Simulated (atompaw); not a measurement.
## Plane-wave convergence, PAW (atompaw) potential for lanthanum

atompaw 4.2.0.5 input, output lines left out:

```
La 57
GGA-PBE scalarrelativistic loggrid 2001 logderivrange -5 5 251
6 6 5 4 0 0
6 0 1
6 1 1
5 2 1
4 3 0
0 0 0
c
c
c
c
v
v
c
c
c
v
v
c
c
v
v
3
3.00 2.70 2.05 2.50
n
n
y
3.9
n
y
0.2
n
bloechl besselshape
4 -0.5 troulliermartins
```

The pseudo-atom Hamiltonian at the reference potential is diagonalised in spherical Bessel functions j_l(qr) that vanish at 20 bohr, with q² up to the cutoff. All-electron valence levels (Ry): 5s -2.9424, 6s -0.3147, 5p -1.7266, 6p -0.1364, 5d -0.2911, 4f -0.4004.

Question: How do the lowest levels (Ry) of each channel move with the cutoff, and are there ghosts?

Answer:

| cutoff (Ry) | s #1 | s #2 | s #3 | p #1 | p #2 | d #1 | d #2 | f #1 | f #2 | Σ f·Δε (mRy) |
| --- | --- | --- | --- | --- | --- | --- | --- | --- | --- | --- |
| 8 | -2.3256 | -0.3106 | -0.0208 | -0.8938 | -0.0956 | -0.1306 | 0.0320 | 0.0610 | 0.1036 | 6435.5 |
| 12 | -2.7933 | -0.3128 | -0.0212 | -1.3672 | -0.1231 | -0.1916 | 0.0238 | -0.1323 | 0.0708 | 2569.0 |
| 18 | -2.9237 | -0.3143 | -0.0219 | -1.6514 | -0.1335 | -0.2593 | 0.0179 | -0.2859 | 0.0699 | 523.6 |
| 25 | -2.9280 | -0.3145 | -0.0224 | -1.7204 | -0.1361 | -0.2833 | 0.0162 | -0.3619 | 0.0696 | 74.7 |
| 40 | -2.9398 | -0.3147 | -0.0227 | -1.7253 | -0.1363 | -0.2910 | 0.0157 | -0.3981 | 0.0694 | 13.3 |
| 50 | -2.9421 | -0.3147 | -0.0227 | -1.7262 | -0.1364 | -0.2910 | 0.0157 | -0.4002 | 0.0694 | 3.2 |
| 60 | -2.9424 | -0.3147 | -0.0227 | -1.7265 | -0.1364 | -0.2911 | 0.0157 | -0.4003 | 0.0694 | 0.6 |
| 80 | -2.9424 | -0.3147 | -0.0227 | -1.7266 | -0.1364 | -0.2911 | 0.0157 | -0.4003 | 0.0694 | 0.1 |
| 400 | -2.9424 | -0.3147 | -0.0227 | -1.7266 | -0.1364 | -0.2911 | 0.0157 | -0.4003 | 0.0694 | 0.0 |

Result: no extra level below or beside the all-electron valence levels (s, p, d, f tested); 10 mRy is reached at 45 Ry and 1 mRy at 60 Ry.
